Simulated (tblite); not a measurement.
Run record: tight-binding relaxation, `C=CC(=C)C(=C)CCF`.

Computed with GFN2-xTB geometry optimisation, gas phase (tblite 0.8.0). Start geometry: from a force field or distance geometry. A driver script takes a list of jobs; this job's settings line and coordinates (Å) are shown.

Command:
```bash
OMP_NUM_THREADS=1 python probes_run.py task.json out
```

Input:
```
{"job": {"kind": "relax", "xc": "GFN2-xTB", "basis": "xTB"}, "charge": 0, "multiplicity": 1}
C     -1.918600     0.255900    -1.527300
C     -1.790500    -0.657500    -0.573200
C     -0.549700    -0.928400     0.189900
C     -0.629700    -1.749800     1.233100
C      0.760100    -0.402600    -0.172600
C      1.383500    -0.837700    -1.288400
C      1.390400     0.618300     0.744100
C      0.632700     1.935600     0.808700
F      1.324000     2.797700     1.593100
H     -1.118000     0.901000    -1.839200
H     -2.883900     0.382200    -2.031200
H     -2.659500    -1.268800    -0.307100
H     -1.568000    -2.206200     1.573100
H      0.257300    -2.025000     1.814200
H      0.932000    -1.569100    -1.936800
H      2.368100    -0.469100    -1.553500
H      1.480500     0.208000     1.764400
H      2.419700     0.825400     0.439400
H     -0.370100     1.814100     1.246300
H      0.534300     2.386700    -0.180100
```

Output:
```
step      E/eV     max force
  0    -745.07116    1.936
  1    -745.13561    1.433
  2    -745.15709    0.369
  3    -745.16328    0.234
  4    -745.16961    0.158
  5    -745.17244    0.165
  6    -745.17579    0.132
  7    -745.17842    0.099
  8    -745.18014    0.096
  9    -745.18139    0.094
... (49 lines left out)
 59    -745.21731    0.016
 60    -745.21735    0.015
 61    -745.21739    0.015
 62    -745.21743    0.017
 63    -745.21748    0.019
 64    -745.21752    0.018
 65    -745.21755    0.014
 66    -745.21758    0.011
 67    -745.21760    0.010
 68    -745.21762    0.010
```

«max force» is the largest atomic force in eV/Å.

**Question.** From which step on does the largest force stay under 0.1 eV/Å, and how much energy is left to gain from there?

**Answer.** From step 19 (0.094 eV/Å), 11.4 meV above the end.

In short: energy lowered by 3.4 kcal/mol over 68 steps; largest atomic force 0.010 eV/Å at the end.

**Question.** Where do the atoms end?

**Answer.** 0.143 Å rms from the input after alignment:
```
atom  x, y, z in Å
C1    -1.8043    0.2016   -1.5553
C2    -1.7461   -0.6330   -0.5246
C3    -0.5476   -0.9539    0.2411
C4    -0.6213   -1.7253    1.3275
C5     0.7560   -0.4004   -0.2027
C6     1.3017   -0.7390   -1.3611
C7     1.4069    0.5721    0.7415
C8     0.5987    1.8651    0.7998
F9     1.1494    2.7296    1.7150
H10   -0.9315    0.7110   -1.9277
H11   -2.7311    0.3998   -2.0656
H12   -2.6483   -1.1205   -0.1775
H13   -1.5562   -2.1417    1.6633
H14    0.2507   -1.9805    1.9052
H15    0.8250   -1.4377   -2.0272
H16    2.2533   -0.3452   -1.6774
H17    1.4460    0.1495    1.7481
H18    2.4245    0.7973    0.4191
H19   -0.4314    1.6778    1.1197
H20    0.6007    2.3839   -0.1642
```

**Question.** How long does this job take on one thread, Intel Xeon at 2.50 GHz (x86_64), shared host with 64 logical CPUs at a one-minute load of 58?

**Answer.** About 1.4 s.
Labels such as C1 count atoms from 1, the log's own numbers from 0.
